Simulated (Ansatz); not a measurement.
Geometry optimisation, Ansatz, RKS PBE/def2-SVP.

Input:

```yaml
crystal:
  periodic: [false, false, false]
  atoms:
    - { symbol: Ge, position_ang: [0.115344, -0.047023, 0.203487] }
    - { symbol: H, position_ang: [0.484097, 0.012328, 1.683697] }
    - { symbol: F, position_ang: [1.798041, -0.027643, -0.048993] }
    - { symbol: F, position_ang: [-0.613059, 1.364944, -0.500991] }
    - { symbol: Cl, position_ang: [-0.845322, -1.743206, -0.6724] }
basis:
  gaussian: { orbitals: def2-SVP }
hamiltonian:
  xc: pbe
relax:
  f_tol: 0.03
  max_steps: 50
output:
  orbitals: {}
```

Command:

```bash
$ ansatz run input.yaml --threads 1 --pin off --max-ram 2048MiB --backend cpu --events-out ev --progress --plain --runs-dir out
```

Q: Where does it end, and by what steps?

A: It converged. After 5 steps the energy has fallen by 0.436 eV; H2 moved furthest, 0.31 Å.

| step | energy less start (eV) | largest force component (eV/Å) | accepted |
| --- | --- | --- | --- |
| 0 | 0.0000 | 1.642 | yes |
| 1 | -0.3704 | 0.422 | yes |
| 2 | -0.4280 | 0.330 | yes |
| 3 | -0.4347 | 0.123 | yes |
| 4 | -0.4362 | 0.042 | yes |
| 5 | -0.4363 | 0.001 | yes |

```xyz
5
Properties=species:S:1:pos:R:3
Ge 0.210 -0.045 0.241
H 0.186 0.002 1.777
F 1.849 -0.029 -0.340
F -0.527 1.385 -0.421
Cl -0.778 -1.754 -0.592
```

Whether the end is a true minimum wasn't checked by a vibrational analysis.

Time of the run: 15 s on 1 thread of Arm Neoverse V1 (shared host), peak memory 0.12 GiB.
